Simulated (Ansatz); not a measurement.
Basis-set extrapolation for `CC(C)[O][Mg][O]C(C)C` (PBE0-D4/def2-TZVP geometry, frozen core, Ansatz 0.2.0). Multiplicity 1, RHF reference. For Mg the program correlates outer-core shells too, which these sets cover unevenly, so the extrapolated numbers aren't a true limit.

```
                      def2-TZVPP   def2-QZVPP
                 HF  -584.931594  -584.960462
    MP2 correlation    -1.726887    -1.874207
CCSD(T) correlation    -1.862959      not run
```

Energies in hartree. Use E(X) = E(∞) + A·exp(−7.88·√X) for Hartree–Fock and E(X) = E(∞) + B·X^(−2.97) for correlation, with X = 3 and 4, and add CCSD(T) minus MP2 of the smaller set to the MP2 limit.

What is the CCSD(T) energy at the basis-set limit?

HF limit: -584.960462 + (-0.028868) × 0.13774 = -584.96444. MP2 limit: -1.874207 + (-0.147320) × 0.74074 = -1.98333. Higher-order term: -1.862959 − (-1.726887) = -0.13607. Total: -587.08384 hartree, 759.5 kJ/mol below CCSD(T)/def2-TZVPP.
